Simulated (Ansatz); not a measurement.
System: sum formula Si2HCl4, charge 0, multiplicity 2. It need not be the lowest isomer of its formula. 
Geometry from a B3LYP-D3(BJ)/def2-TZVP (Ansatz, a program for electronic structure) optimisation:
```xyz
7

Cl     1.5695    -1.9544     0.8819
Si     1.1456    -0.1876    -0.0754
Cl     2.1120     1.3746     0.8431
Si    -1.1756     0.1931     0.1293
Cl    -1.6053     1.9594    -0.8610
Cl    -2.1474    -1.3675    -0.8222
H      1.6316    -0.2830    -1.4650
```
Charge 0, spin multiplicity 2.

Computed values are from Ansatz. Correlated levels leave the core frozen unless marked. Open shells are spin-unrestricted. Spin-orbit coupling is left out. No relativistic terms. CBS marks a two-point X^-3 extrapolation of the correlation energy; Hartree-Fock from the larger set. [CCSD(T)-MP2]/basis is that difference in the basis named.

```
Item                                                                                           Result
---------------------  ------------------------------------------------------------------------------
atomisation energy De  2110.7 kJ/mol at RI-MP2/CBS(cc-pV(T+d)Z,cc-pV(Q+d)Z)+[CCSD(T)-MP2]/cc-pV(T+d)Z
total energy           -2418.0131 Eh at RI-MP2/CBS(cc-pV(T+d)Z,cc-pV(Q+d)Z)+[CCSD(T)-MP2]/cc-pV(T+d)Z
dipole moment                                                            0.14 D at wB97M-V/def2-TZVPD
T1 diagnostic                                                               0.013 at CCSD/cc-pV(T+d)Z
```
